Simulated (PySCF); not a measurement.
Compound: C₈H₁₃N.
Atom-mapped SMILES: `[CH:1]1=[CH:2][CH2:3][N:4]([CH:5]2[CH2:6][CH2:7][CH2:8]2)[CH2:9]1`

NICS is the negative of the GIAO shielding at a point without a nucleus: at the ring centre (0) and 1 Å above and below it (1); zz is the component along the ring normal. Level: GIAO HF/pcSseg-1 (PySCF, non-relativistic, gas phase) on the PBE0-D3(BJ)/def2-SVP geometry, one conformer.

Rings: 1. C1–C2–C3–N4–C9; 2. C5–C6–C7–C8.

| set | NICS(0) | NICS(1), two faces | NICS(1)zz, two faces |
| --- | --- | --- | --- |
| P | -2.6 | -2.6 / -1.9 | 1.2 / 4.1 |
| Q | -5.2 | -4.1 / -3.2 | -4.9 / -2.3 |

**Question.** Which set (ppm) belongs to which ring?

**Answer.** P = 2, Q = 1.
- 1 (5-membered ring with N; formal bonds 1 double, 4 single): mean NICS(1)zz -3.6 ppm, shielded. C3, C9 have four or more neighbours; no verdict on aromaticity is drawn.
- 2 (4-membered carbocycle; formal bonds all single): mean NICS(1)zz 2.7 ppm, near zero. C5, C6, C7, C8 have four or more neighbours, so the value isn't read as a sign of a π ring current.

**Question.** How do the rings differ in shape?

**Answer.** 
```tsv
ring	bond lengths (Å)	rms pucker (Å)	HOMA	nearest outside atom to a NICS(1) probe (Å)
1	1.334, 1.499, 1.451, 1.452, 1.499	0.09	–	hydrogen 1.71
2	1.540, 1.540, 1.540, 1.540	0.13	–	hydrogen 1.35
```

The run took 32 s on one thread of an Arm Neoverse N1, shared host. This is the whole shielding run at HF/pcSseg-1, SCF included.
